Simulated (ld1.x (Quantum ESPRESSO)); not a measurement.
# An all-electron radial function and its pseudo partner (samarium)

Columns: radius, all-electron u(r) and pseudo u(r) of the 4f shell (level -12.09 eV) of samarium in the configuration [Kr] 4d10 4f6 5s2 5p6 5d0 6s0.5 6p0; PW91, scalar-relativistic, PAW scheme, ld1.x (Quantum ESPRESSO) 7.5.

```csv
r (bohr),all-electron,pseudo
0.135,0.1337,0.0044
0.270,0.5363,0.0602
0.405,0.8547,0.2343
0.540,0.9922,0.5097
0.675,0.9990,0.7660
0.810,0.9403,0.8836
0.945,0.8562,0.8544
1.080,0.7672,0.7673
1.215,0.6822,0.6822
1.350,0.6045,0.6045
1.485,0.5348,0.5348
1.620,0.4730,0.4730
1.755,0.4185,0.4185
1.890,0.3707,0.3707
2.025,0.3288,0.3288
2.160,0.2919,0.2919
2.295,0.2596,0.2596
2.430,0.2311,0.2311
2.565,0.2061,0.2061
2.700,0.1840,0.1840
2.835,0.1645,0.1645
2.970,0.1472,0.1472
3.105,0.1319,0.1319
3.240,0.1183,0.1183
3.375,0.1061,0.1061
3.510,0.0953,0.0953
```

Task: How many radial nodes do the two functions have?

Result: The all-electron 4f function has n − l − 1 = 0; the pseudo-wave has 0.

Task: At about which radius was the pseudo-wave matched?

Result: 1.10 bohr, where the columns begin to agree (steps of 0.14 bohr).

Task: Is the pseudo-wave norm-conserving?

Result: No, it belongs to a PAW set: the norm inside the radius is not constrained, and the difference is carried by the augmentation charge.
